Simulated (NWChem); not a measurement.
System: C3F3, doublet; SMILES [C]#CC(F)(F)F

```xyz
6

C      0.0000     0.0000     2.4126
C      0.0000     0.0000     1.2023
C      0.0000     0.0000    -0.2705
F      0.4698    -1.1506    -0.7432
F     -1.2314     0.1684    -0.7432
F      0.7616     0.9822    -0.7432
```
Atoms are numbered in this order, from 1.

All runs: NWChem. Spin-unrestricted. In the optimisation the excess spin sits in a (C3, its own frame). Coordinates come from a PBE0/def2-SVP, spin-unrestricted optimisation. No stability test was run on the SCF state.

Question: Predict the results for TPSS/def2-SVP. Quantities: highest occupied level (eV); lowest empty minus highest occupied level, either spin (eV); dipole (D); <S²>.

Answer: 
```json
{
  "highest occupied level (eV)": "-7.94",
  "lowest empty minus highest occupied level, either spin (eV)": "1.30",
  "dipole (D)": "1.03",
  "<S²>": "0.782"
}
```
